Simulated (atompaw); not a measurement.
# What one change does to a pseudopotential (sulfur (S), PAW (atompaw))

* Element: S (Z = 16)
* Generator: atompaw 4.2.0.5
* Type: PAW
* Functional: PBE
* Relativity: scalar-relativistic
* Frozen core: [Ne]
* Valence charge: 6
* Reference configuration: 3s2 3p2 (charge +2)
* Partial waves: 3s (bound): rc 1.35 bohr; 3s channel at 0.75 Ry: rc 1.30 bohr; 3p (bound): rc 1.35 bohr; 3p channel at 2.75 Ry: rc 1.35 bohr; 3d channel at 0.05 Ry: rc 1.20 bohr; 3d channel at 1.1 Ry: rc 1.20 bohr
* Local potential: vpsmatchnc scheme with l = 3 at 0 Ry, radius 1.30 bohr
* Core correction: smooth core density matched at 0.70 bohr
* Augmentation charge: sinc compensation charge, radius 1.10 bohr; PAW radius 1.35 bohr; waves and projectors: custom rrkj gramschmidtortho

Change: local potential vpsmatchnc scheme with l = 3 at 0 Ry, radius 0.88 bohr.

Cutoffs: the cutoffs (Ry, on a coarse ladder) from which the occupation-weighted sum of valence levels, in a spherical-Bessel basis at the reference potential, stays within 10 and 1 mRy of its value at 400 Ry; they do not see the model core or the augmentation charge, which bear on the density cutoff.

Task: What does the change do?

Result: The potential gets harder (18 Ry and 40 Ry → 18 Ry and 70 Ry); a bound ghost appears in s, which as a rule spoils a file. A state that the projectors do not describe sees the local part alone, so a deeper or shallower local part can create or remove a ghost.

```csv
quantity,base,changed
"cutoff, loose",18 Ry,18 Ry
"cutoff, tight",40 Ry,70 Ry
bound ghosts,none,s
s: phases at 1.36 bohr within 0.05 rad from the reference energy up to (Ry; the scan ends near 5),to the end of the scan,to the end of the scan
p: phases at 1.36 bohr within 0.05 rad from the reference energy up to (Ry; the scan ends near 5),to the end of the scan,to the end of the scan
d: phases at 1.36 bohr within 0.05 rad from the reference energy up to (Ry; the scan ends near 5),to the end of the scan,to the end of the scan
lowest overlap eigenvalue by channel,"s 0.80, p 0.69, d 0.97","s 0.72, p 0.65, d 0.97"
```

 A true bound ghost makes a file unfit for plane-wave use even where its test errors are small: the radial tests pick states by their node count and pass the ghost by. The cutoffs see the waves, projectors and local potential, not the compensation charge or the core.
